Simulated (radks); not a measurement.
Results of a calculation; reference values are marked as such.
Charge is removed step by step from the 2p down level of neutral oxygen, starting from [He] 2s2 2p(up 3, down 1). Level of theory: scalar-relativistic Kohn-Sham, r2SCAN, spin-polarised, spherical densities, finite nucleus; meta-GGA in the generalised Kohn-Sham scheme; Fermi nuclear charge, rms radius 2.6991 fm (a radial shooting solver on a logarithmic mesh with Libxc functionals).

| removed (e) | E - E(0) (eV) | eigenvalue (eV) | E minus straight line (eV) |
|---|---|---|---|
| 0 | 0.000 | -6.785 | 0.000 |
| 0.25 | 2.059 | -9.718 | -1.162 |
| 0.5 | 4.871 | -12.797 | -1.572 |
| 0.75 | 8.468 | -16.001 | -1.196 |
| 1 | 12.886 | -19.417 | 0.000 |

Removing the whole electron costs 12.886 eV by Delta-SCF, against 6.785 eV from minus the eigenvalue at the starting occupation. Slater's transition state (half an electron removed) gives 12.797 eV. Integrating minus the eigenvalue over the occupation (Janak's theorem) gives 12.889 eV. In this scalar-relativistic scheme the density is built from large components alone, so the theorem holds only approximately. The mean slope of the eigenvalue, de/dn, is 12.6 eV per electron. Ionisation energy of O in the NIST Atomic Spectra Database: 13.618 eV (measured).
